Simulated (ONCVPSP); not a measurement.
# Varying the ONCV potential for O (Z = 8)

Base potential:

oxygen (O), optimised norm-conserving Vanderbilt (ONCV), made with ONCVPSP 4.0.1 (Wu-Cohen, scalar-relativistic). Core [He], reference 2s1.75 2p4.25. Waves: 2s: rc 0.80 bohr, ncon 5, nbas 10, qcut 9.1 1/bohr, 2 projectors, debl 3.1 Ha; 2p: rc 2.05 bohr, ncon 4, nbas 7, qcut 7.2 1/bohr, 1 projector. Local part: polynomial inside 0.65 bohr (lpopt 4, dvloc0 3 Ha). Core correction: Teter function fitted to the true core (icmod 2), fcfact 0.75.

Cutoffs, loose and tight: the cutoffs (Ha) at which the residual kinetic energy of the hardest occupied pseudo-wave falls to 1 and 0.1 mHa per electron. They do not see the model core or the augmentation charge, which bear on the density cutoff. Test errors are all-electron minus pseudo excitation energies from the reference, over the configurations 2s2 2p4; 2s2 2p3; 2s2 2p2; 2s1 2p5. A dash means not determined; rows that change the core or the reference have their own tests.

| change | outcome | cutoff, loose | cutoff, tight | bound ghosts | GHOST(+) flags above zero | largest test error (meV) |
| --- | --- | --- | --- | --- | --- | --- |
| base | generated | 41 Ha | 143 Ha | none | none | +819 |
| core correction Teter function fitted to the true core (icmod 2), fcfact 1.06 | generated | 41 Ha | 143 Ha | none | none | +819 |
| local potential polynomial inside 0.65 bohr (lpopt 4, dvloc0 8 Ha) | generated | 41 Ha | 143 Ha | none | none | +816 |
| local potential polynomial inside 0.75 bohr (lpopt 5, dvloc0 0 Ha) | generated | 41 Ha | 143 Ha | none | none | +822 |
| reference 2s2 2p2.5 | generated | 42 Ha | 165 Ha | none | none | +288 |

What comes out with this change to the base: s: rc 0.96?

outcome: generated; cutoff, loose: 36 Ha; cutoff, tight: 99 Ha; bound ghosts: none; GHOST(+) flags above zero: none; largest test error (meV): +822.
